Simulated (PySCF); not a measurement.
**Antimony: a sound run and one with changed settings**

Sound run: Sb²⁺ [Kr] 4d10 5s2 5p1, Sb³⁺ [Kr] 4d10 5s2. All numbers are calculated (PySCF 2.14, scalar relativity through the core potential, in def2-SVP with the def2 core potential (28 electrons) (4s4p2d, 26 functions)). In the sound run the correlated levels freeze 4s2 4p6 4d10 outside the core potential. The sound run starts from symmetry-adapted Hartree-Fock orbitals and uses a fine grid where one is needed.

Changed run: a valence shell is frozen. This setting is unsound on purpose.

Ionisation energy of Sb²⁺:

```csv
method,sound run (eV),changed run (eV)
UHF,24.113,24.113
MP2,24.244,24.113
SCS-MP2,24.227,24.113
CCSD,24.317,24.113
CCSD(T),24.325,24.113
CCSDT,n/a,24.113
FCI,n/a,24.113
```

Freezing a valence shell removes pair correlation that changes on ionisation.

For comparison, NIST gives 25.323 eV between the lowest levels.
